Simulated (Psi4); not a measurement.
C₆H₁₄, triplet, at the geometry of the source list (a higher spin typed on purpose: for a closed-shell molecule this is an excited state); MP2/6-31+G* in Psi4.

Input for Psi4:
```
memory 2 GB

molecule mol {
0 3
C     2.833400    0.850300   -0.342400
C     1.828800    0.001100    0.425600
C     0.444400    0.031600   -0.217600
C    -0.560100   -0.817000    0.558100
C    -1.933300   -0.902400   -0.108400
C    -2.666400    0.432100   -0.158600
H     2.936200    0.490800   -1.364100
H     2.509500    1.888300   -0.377900
H     3.810900    0.813300    0.133200
H     2.184400   -1.031300    0.468100
H     1.755600    0.366400    1.452900
H     0.098600    1.065800   -0.261400
H     0.515500   -0.340400   -1.242900
H    -0.674200   -0.409200    1.565700
H    -0.158800   -1.829300    0.657100
H    -1.817300   -1.290700   -1.123400
H    -2.543100   -1.617700    0.449600
H    -2.746700    0.860900    0.838000
H    -3.670900    0.296200   -0.553900
H    -2.146600    1.141200   -0.797500
}

set {
  basis 6-31+g*
  reference uhf
  freeze_core true
}

energy('mp2')
print_variables()
```

**Question.** What does Psi4 print? Leave out banner, timings and long lists.

**Answer.** 
```
    SCF Algorithm Type (re)set to DF.

   => Loading Basis Set <=

    Name: 6-31+G*
    Role: ORBITAL
    Keyword: BASIS

         ---------------------------------------------------------
                                   SCF
               by Justin Turney, Rob Parrish, Andy Simmonett
                          and Daniel G. A. Smith
                              UHF Reference
         ---------------------------------------------------------

  ==> Geometry <==

    Molecular point group: c1
    Full point group: C1

    Geometry (in Angstrom), charge = 0, multiplicity = 3:

       Center              X                  Y                   Z               Mass
    ------------   -----------------  -----------------  -----------------  -----------------
         C            2.840192330093     0.901910260606    -0.362405625084    12.000000000000
         C            1.835592330093     0.052710260606     0.405594374916    12.000000000000
         C            0.451192330093     0.083210260606    -0.237605625084    12.000000000000
         C           -0.553307669907    -0.765389739394     0.538094374916    12.000000000000
         C           -1.926507669907    -0.850789739394    -0.128405625084    12.000000000000
         C           -2.659607669907     0.483710260606    -0.178605625084    12.000000000000
         H            2.942992330093     0.542410260606    -1.384105625084     1.007825032230
         H            2.516292330093     1.939910260606    -0.397905625084     1.007825032230
         H            3.817692330093     0.864910260606     0.113194374916     1.007825032230
         H            2.191192330093    -0.979689739394     0.448094374916     1.007825032230
         H            1.762392330093     0.418010260606     1.432894374916     1.007825032230
         H            0.105392330093     1.117410260606    -0.281405625084     1.007825032230
         H            0.522292330093    -0.288789739394    -1.262905625084     1.007825032230
         H           -0.667407669907    -0.357589739394     1.545694374916     1.007825032230
         H           -0.152007669907    -1.777689739394     0.637094374916     1.007825032230
         H           -1.810507669907    -1.239089739394    -1.143405625084     1.007825032230
         H           -2.536307669907    -1.566089739394     0.429594374916     1.007825032230
         H           -2.739907669907     0.912510260606     0.817994374916     1.007825032230
[...]
   @DF-UHF iter  89:  -235.01294778000982    4.30811e-05   7.54224e-05 DIIS
   @DF-UHF iter  90:  -235.01333238644654   -3.84606e-04   2.58689e-05 DIIS
   @DF-UHF iter  91:  -235.01341655267075   -8.41662e-05   2.90026e-05 DIIS
   @DF-UHF iter  92:  -235.01312905377685    2.87499e-04   5.21996e-05 DIIS
   @DF-UHF iter  93:  -235.01312172522682    7.32855e-06   5.44527e-05 DIIS
   @DF-UHF iter  94:  -235.01312547823227   -3.75301e-06   5.22983e-05 DIIS
   @DF-UHF iter  95:  -235.01317457941798   -4.91012e-05   4.56002e-05 DIIS
   @DF-UHF iter  96:  -235.01307259229293    1.01987e-04   6.12444e-05 DIIS
   @DF-UHF iter  97:  -235.01307888469145   -6.29240e-06   6.01418e-05 DIIS
   @DF-UHF iter  98:  -235.01307688905280    1.99564e-06   6.03294e-05 DIIS
   @DF-UHF iter  99:  -235.01307625578201    6.33271e-07   6.07104e-05 DIIS
   @DF-UHF iter 100:  -235.01312917479180   -5.29190e-05   5.15792e-05 DIIS

PsiException: Could not converge SCF iterations in 100 iterations.

  Failed to converge.

Traceback (most recent call last):
  File "psi4", line 375, in <module>
  File "<string>", line 42, in <module>
  File "site-packages/psi4/driver/driver.py", line 533, in energy
  File "site-packages/psi4/driver/procrouting/proc.py", line 167, in select_mp2
  File "site-packages/psi4/driver/procrouting/proc.py", line 4366, in run_dfmp2
  File "site-packages/psi4/driver/procrouting/proc.py", line 2047, in scf_helper
  File "site-packages/psi4/driver/procrouting/scf_proc/scf_iterator.py", line 93, in scf_compute_energy
  File "site-packages/psi4/driver/procrouting/scf_proc/scf_iterator.py", line 86, in scf_compute_energy
  File "site-packages/psi4/driver/procrouting/scf_proc/scf_iterator.py", line 609, in scf_iterate

psi4.driver.p4util.exceptions.SCFConvergenceError: Could not converge SCF iterations in 100 iterations.

Printing out the relevant lines from the Psithon --> Python processed input file:
    ""","mol")
    core.IO.set_default_namespace("mol")
    core.set_global_option("BASIS", "6-31+g*")
    core.set_global_option("REFERENCE", "uhf")
    core.set_global_option("FREEZE_CORE", "true")
--> energy('mp2')
    print_variables()

!-------------------------------------------------------!
!                                                       !
!  Could not converge SCF iterations in 100 iterations. !
!                                                       !
!-------------------------------------------------------!
```

Convergence was not reached.
